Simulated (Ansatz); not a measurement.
```yaml
crystal:
  periodic: [false, false, false]
  atoms:
    - {symbol: C, position_ang: [-0.986329, 1.353279, -0.967062]}
    - {symbol: B, position_ang: [-0.310665, 0.509961, 0.154487]}
    - {symbol: O, position_ang: [0.384077, -0.603204, -0.071325]}
    - {symbol: C, position_ang: [0.998431, -1.361014, 0.956630]}
    - {symbol: H, position_ang: [-0.846369, 0.913632, -1.960635]}
    - {symbol: H, position_ang: [-2.057528, 1.457925, -0.773036]}
    - {symbol: H, position_ang: [-0.579358, 2.368840, -0.970207]}
    - {symbol: H, position_ang: [0.593056, -2.373914, 0.932898]}
    - {symbol: H, position_ang: [2.071942, -1.403488, 0.765070]}
    - {symbol: H, position_ang: [0.815944, -0.913216, 1.936081]}
basis:
  gaussian: {orbitals: x2c-TZVPPall}
total_charge: 1
magnetization: {spin_polarized: true, initial_magnetization: 4}
hamiltonian: {xc: {name: revPBE0}, dispersion: d3bj}
```

```sh
$ ansatz run in.yaml --threads 4 --pin off --events-out ev --progress --plain --max-ram 10444MiB
```

Output, abridged:

```
Functional definition: revPBE0
1035 factors; their error is unknown
mean field evaluation 1: about -4858.8532 eV, gradient 5.8e1 eV
mean field evaluation 2: about -4750.8316 eV, gradient 1.2e2 eV
mean field evaluation 4: about -4859.7646 eV, gradient 5.0e1 eV
mean field evaluation 8: about -4878.3668 eV, gradient 2.2e0 eV
mean field evaluation 16: about -4878.3917 eV, gradient 8.6e-4 eV
mean field -4878.39166912 eV, -179.2775871474 hartree, gradient 3.3e-5 eV, S^2 6.009172; 6 other end points of the search recorded, 0 dependent functions left out
reference -4878.39171253 eV, -179.2775887428 hartree; 17, 13 occupied and 191, 195 virtual orbitals, 1035 factors
Total energy: -4878.71370564 eV, -179.2894217712 hartree
Relativity: scalar
```

Task: What is wrong with this run?

Result: The spin is set far too high for this molecule. Self-consistency was reached. The result belongs to that input, not to the molecule as meant.
